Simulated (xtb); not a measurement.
C₆H₁₂O₃, charge -1, doublet, geometry from GFN2-xTB (a state made from the parent by changing its charge; the spin is typed, not shown lowest); GFN0-xTB (xtb).

Input for xtb:
```
$ xtb mol.xyz --gfn 0 --chrg -1 --uhf 1 --grad --json

# file mol.xyz
21

C      3.02837726     1.25865863    -0.05567488
O      2.29640563     0.08432616     0.12022640
C      0.93807368     0.23940587    -0.27244349
C      0.07635208    -0.94151080     0.20697621
C      0.64890599    -2.27225044    -0.28082145
O     -1.22178217    -0.80629368    -0.25992180
C     -2.02140714     0.29773754     0.38483942
C     -2.89369560     0.88273900    -0.72117115
O     -1.42644936     1.05132083     1.24070842
H      2.60311937     2.08780157     0.52644175
H      3.05648339     1.56331056    -1.11362965
H      4.04599172     1.06045452     0.28582399
H      0.87469961     0.31877746    -1.37015341
H      0.50312279     1.14118400     0.17682840
H      0.08505485    -0.91437779     1.31128330
H      0.05923354    -3.09604081     0.11496539
H      0.60847695    -2.30701069    -1.36794039
H      1.68132179    -2.36573447     0.04646379
H     -2.32546185     1.47554106    -1.46012803
H     -3.64155625     1.53684625    -0.27183403
H     -3.39551642     0.07574331    -1.25645332
```

It wrote (shortened):

```
   ID    Z sym.   atoms
    1    6 C      1, 3-5, 7, 8
    2    8 O      2, 6, 9
    3    1 H      10-21

           -------------------------------------------------
          |                Calculation Setup                |
           -------------------------------------------------

           -------------------------------------------------
          |                 G F N 0 - x T B                 |
           -------------------------------------------------

          ...................................................
          :                      SETUP                      :
          :.................................................:
          :  # basis functions                  60          :
          :  # atomic orbitals                  60          :
          :  # shells                           42          :
          :  # electrons                        55          :
          :  electronic temp.          300.0000000     K    :
          :  accuracy                    1.0000000          :
          :  -> integral cutoff          0.2500000E+02      :
          :  -> integral neglect         0.1000000E-07      :
          ...................................................

         :::::::::::::::::::::::::::::::::::::::::::::::::::::
         ::                     SUMMARY                     ::
         :::::::::::::::::::::::::::::::::::::::::::::::::::::
         :: total energy             -30.567552688845 Eh    ::
         :: gradient norm              0.075081378420 Eh/a0 ::
         :: HOMO-LUMO gap              4.064996165091 eV    ::
         ::.................................................::
         :: H0 energy                -29.542472098951 Eh    ::
         :: repulsion energy           0.297618628481 Eh    ::
         :: electrostat energy        -1.255261810689 Eh    ::
         :: -> Gsolv                   0.000000000000 Eh    ::
         ::    -> Gsasa                0.000000000000 Eh    ::
         ::    -> Gshift               0.000000000000 Eh    ::
         :: dispersion energy         -0.007578884683 Eh    ::
         :: short-range corr.         -0.059858523003 Eh    ::
         :: add. restraining           0.000000000000 Eh    ::
         :: total charge              -1.000000000000 e     ::
         :::::::::::::::::::::::::::::::::::::::::::::::::::::

           -------------------------------------------------
          |                Property Printout                |
           -------------------------------------------------

    * Orbital Energies and Occupations

         #    Occupation            Energy/Eh            Energy/eV
      -------------------------------------------------------------
         1        2.0000           -0.6786312             -18.4665
       ...           ...                  ...                  ...
        16        2.0000           -0.5238105             -14.2536
        17        2.0000           -0.5202061             -14.1555
        18        2.0000           -0.5160990             -14.0438
        19        2.0000           -0.5022215             -13.6661
        20        2.0000           -0.4947108             -13.4618
        21        2.0000           -0.4870947             -13.2545
        22        2.0000           -0.4716976             -12.8355
        23        2.0000           -0.4589363             -12.4883
        24        2.0000           -0.4532667             -12.3340
        25        2.0000           -0.4190672             -11.4034
        26        2.0000           -0.4098119             -11.1515
        27        2.0000           -0.4050946             -11.0232
        28        1.0000           -0.3054207              -8.3109 (HOMO)
        29                         -0.1560349              -4.2459 (LUMO)
        30                         -0.1456752              -3.9640
        31                         -0.1435657              -3.9066
        32                         -0.1380941              -3.7577
        33                         -0.1234254              -3.3586
        34                         -0.1079695              -2.9380
        35                         -0.0994269              -2.7055
        36                         -0.0948169              -2.5801
        37                         -0.0894129              -2.4330
        38                         -0.0877102              -2.3867
        39                         -0.0834831              -2.2717
       ...                                ...                  ...
        60                          0.3787850              10.3073
      -------------------------------------------------------------
                  HL-Gap            0.1493859 Eh            4.0650 eV
             Fermi-level            0.0000000 Eh            0.0000 eV

     #   Z          covCN         q      C6AA      α(0)
     1   6 C        3.659    -0.036    24.007     7.109
     2   8 O        1.700    -0.431    21.276     6.241
     3   6 C        3.709     0.042    22.362     6.837
     4   6 C        3.732     0.284    18.342     6.185
     5   6 C        3.752    -0.415    33.184     8.313
     6   8 O        1.685    -0.502    22.753     6.453
     7   6 C        2.671     0.509    19.695     7.238
     8   6 C        3.747    -0.395    32.584     8.239
     9   8 O        0.855    -0.691    28.383     7.149
    10   1 H        0.923     0.013     2.841     2.636
    11   1 H        0.923    -0.001     3.071     2.741
    12   1 H        0.924     0.004     2.986     2.702
    13   1 H        0.923     0.023     2.690     2.565
    14   1 H        0.924     0.099     1.790     2.092
    15   1 H        0.922     0.031     2.577     2.510
    16   1 H        0.925     0.072     2.063     2.246
    17   1 H        0.925     0.091     1.873     2.140
    18   1 H        0.925     0.095     1.834     2.118
    19   1 H        0.922     0.082     1.955     2.187
    20   1 H        0.924     0.062     2.181     2.309
    21   1 H        0.924     0.064     2.158     2.297

 Mol. C6AA /au·bohr⁶  :       3921.089527
 Mol. C8AA /au·bohr⁸  :      83655.385609
 Mol. α(0) /au        :         92.308661

Wiberg/Mayer (AO) data.
largest (>0.10) Wiberg bond orders for each atom

 ---------------------------------------------------------------------------
     #   Z sym  total        # sym  WBO       # sym  WBO       # sym  WBO
 ---------------------------------------------------------------------------
     1   6 C    3.952 --     2 O    1.001    12 H    0.979    11 H    0.977
                            10 H    0.977
     2   8 O    2.089 --     1 C    1.001     3 C    0.980
     3   6 C    3.958 --     2 O    0.980     4 C    0.979    13 H    0.969
                            14 H    0.967
     4   6 C    3.959 --     5 C    1.005     6 O    0.988     3 C    0.979
                            15 H    0.963
     5   6 C    3.981 --     4 C    1.005    16 H    0.982    17 H    0.979
                            18 H    0.979
     6   8 O    2.166 --     4 C    0.988     7 C    0.932     9 O    0.130
     7   6 C    3.417 --     9 O    1.428     8 C    0.996     6 O    0.932
     8   6 C    3.978 --     7 C    0.996    21 H    0.978    20 H    0.975
                            19 H    0.961
     9   8 O    1.681 --     7 C    1.428     6 O    0.130
    10   1 H    0.989 --     1 C    0.977
    11   1 H    0.989 --     1 C    0.977
    12   1 H    1.001 --     1 C    0.979
    13   1 H    0.993 --     3 C    0.969
    14   1 H    1.008 --     3 C    0.967
    15   1 H    0.998 --     4 C    0.963
    16   1 H    0.985 --     5 C    0.982
    17   1 H    0.983 --     5 C    0.979
    18   1 H    0.987 --     5 C    0.979
    19   1 H    0.986 --     8 C    0.961
    20   1 H    0.994 --     8 C    0.975
    21   1 H    0.998 --     8 C    0.978
 ---------------------------------------------------------------------------

Topologies differ in total number of bonds
Writing topology from bond orders to xtbtopo.mol

 dipole moment from electron density (au)
     X       Y       Z
   2.8995  -0.7908  -1.8443  total (Debye):    8.963

           -------------------------------------------------
          | TOTAL ENERGY              -30.567552688845 Eh   |
          | GRADIENT NORM               0.075081378420 Eh/α |
          | HOMO-LUMO GAP               4.064996165091 eV   |
           -------------------------------------------------

normal termination of xtb
```
